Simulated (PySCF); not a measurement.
**Electron affinity of Pb by level of theory**

Pb⁻ [Xe] 4f14 5d10 6s2 6p3 (4S) → Pb [Xe] 4f14 5d10 6s2 6p2 (3P), as a difference of total energies. Calculation: PySCF 2.14, in def2-TZVPPD with the def2 core potential (60 electrons) (7s5p4d2f, 56 functions); a scalar-relativistic core potential. Correlated levels: valence: 5s2 5p6 5d10 frozen; valence and next inner shell: nothing frozen outside the core potential. The calculations carry no spin-orbit coupling.

| method | electron affinity (eV) | difference from reference (eV) |
| --- | --- | --- |
| UHF | 0.815 | +0.458 |
| LDA | 1.386 | +1.029 |
| PBE | 1.210 | +0.853 |
| PBE0 | 1.224 | +0.867 |
| r2SCAN | 1.346 | +0.989 |
| M06 | 0.856 | +0.499 |
| PW91 | 1.254 | +0.897 |
| BLYP | 1.008 | +0.651 |
| LC-wPBE | 1.219 | +0.862 |
| MP2 (valence) | 1.137 | +0.780 |
| SCS-MP2 (valence) | 1.015 | +0.658 |
| MP2 (valence and next inner shell) | 1.224 | +0.867 |
| SCS-MP2 (valence and next inner shell) | 1.057 | +0.700 |

Reference: 0.357 eV (measured; photodetachment measurements, as compiled on the Wikipedia data page of electron affinities).

Spin-orbit coupling is strong in these open shells (close to jj coupling). The scalar numbers leave it out and a first-order estimate fails, so it can dominate the gap to the real levels.

Errors of the correlated levels include the incompleteness of this basis and the frozen core.

In the anion the highest occupied orbital energy is positive at LDA, PBE, PBE0, r2SCAN, M06, PW91, BLYP, a self-interaction effect; the basis confines that electron, and the energy difference can still be sensible.
